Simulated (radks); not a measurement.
Removal energies from the sulfur ion S2+, [Ne] 3s2 3p(1/2: 2, 3/2: 0), by Delta-SCF beside the eigenvalue of the level emptied. Calculated with a radial shooting solver on a logarithmic mesh with Libxc functionals: Dirac Kohn-Sham, PBE, spin-unpolarised, spherical densities, finite nucleus; Fermi nuclear charge, rms radius of each element as measured or else 0.836 A^(1/3) + 0.57 fm. Sub-shells are occupied by j as written (lower j first in brackets).

[
 {"removed from": "3p1/2", "final configuration": "[Ne] 3s2 3p(1/2: 1, 3/2: 0)", "Delta-SCF (eV)": "34.107", "-eigenvalue (eV)": "28.032"},
 {"removed from": "3s1/2", "final configuration": "[Ne] 3s1 3p(1/2: 2, 3/2: 0)", "Delta-SCF (eV)": "46.002", "-eigenvalue (eV)": "39.368"},
 {"removed from": "2p3/2", "final configuration": "[He] 2s2 2p(1/2: 2, 3/2: 3) 3s2 3p(1/2: 2, 3/2: 0)", "Delta-SCF (eV)": "201.94", "-eigenvalue (eV)": "181.81"},
 {"removed from": "2p1/2", "final configuration": "[He] 2s2 2p(1/2: 1, 3/2: 4) 3s2 3p(1/2: 2, 3/2: 0)", "Delta-SCF (eV)": "203.29", "-eigenvalue (eV)": "183.07"}
]
